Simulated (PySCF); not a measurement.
Excitation energies in several basis sets

C5H3F3.
SMILES with atom numbers: `[F:1][C@H:2]1[C:3]23[C@H:4]([F:5])[C:6]12[C@H:7]3[F:8]` (hydrogens: H9 on C2; H10 on C4; H11 on C7)

TDDFT with PBE0 (PySCF), vertical singlets, core orbitals frozen in the response, spherical d and f functions. Geometry: PBE0-D3(BJ)/def2-SVP; no solvent, vibrations or thermal averaging.

```tsv
basis	functions	diffuse	S1 (eV)	S2 (eV)	S3 (eV)	S4 (eV)	S5 (eV)	LUMO (eV)	α (au)
6-31G*	118	no	7.42	7.42	8.21	8.59	8.59	-0.11	44.8
def2-SVP	127	no	7.38	7.39	8.08	8.49	8.49	-0.49	45.1
6-31+G*	150	yes	7.25	7.25	7.64	7.83	7.83	-0.74	50.8
def2-SVPD	193	yes	7.29	7.29	7.74	8.13	8.13	-0.79	52.5
aug-cc-pVDZ	211	yes	7.22	7.22	7.59	7.73	7.73	-0.73	53.4
def2-TZVP	266	no	7.28	7.28	7.86	8.42	8.42	-0.61	51.0
```

Problem. How much do these states and the polarisability depend on the basis?

Solution. States are compared by their number. Against the largest diffuse basis here (aug-cc-pVDZ, itself not a converged limit), sets without diffuse functions differ by up to 0.20 eV in S1 and 0.86 eV in S5; the smaller diffuse sets differ by up to 0.07 and 0.39 eV. State by state, the largest deviation of a set without diffuse functions is S1 0.20, S2 0.20, S3 0.62, S4 0.86, S5 0.86 eV. The same number needn't mean the same state in each row. Against aug-cc-pVDZ the polarisability deviates by -16% in 6-31G*, -16% in def2-SVP, -5% in 6-31+G*, -2% in def2-SVPD, -4% in def2-TZVP. A single + in a Pople set puts diffuse functions on heavy atoms only.
